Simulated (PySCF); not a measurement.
**W⁴⁶⁺: ionisation energy**

W⁴⁶⁺ [Ar] 3d10 → W⁴⁷⁺ [Ar] 3d9 [3d3/2^4 3d5/2^5, M_J = 5/2], as a difference of total energies. Calculation: PySCF 2.14, in an uncontracted even-tempered set (16 s from 11 bohr⁻², ratio 2.8; 13 p from 15 bohr⁻², ratio 2.8; 8 d from 15 bohr⁻², ratio 2.8; 3 f from 56 bohr⁻², ratio 3); the two-component X2C-1e Hamiltonian. Correlated levels: [Ne] frozen; the 80 highest virtual spinors dropped. "Screened" scales the spin-orbit matrix elements by Boettger's factors to mimic the two-electron term; Breit and QED terms are absent.

```csv
method,ionisation energy (eV)
GHF (spin-free),4080.5
GMP2 (spin-free),4081.9
GHF (screened spin-orbit),4052.9
GMP2 (screened spin-orbit),4054.3
```

Breit and QED terms and the two-electron picture change are absent.

The spin-free rows lack the spin-orbit shift.

For comparison: 4057 ± 3 eV (measured; NIST Atomic Spectra Database, ionization energies).
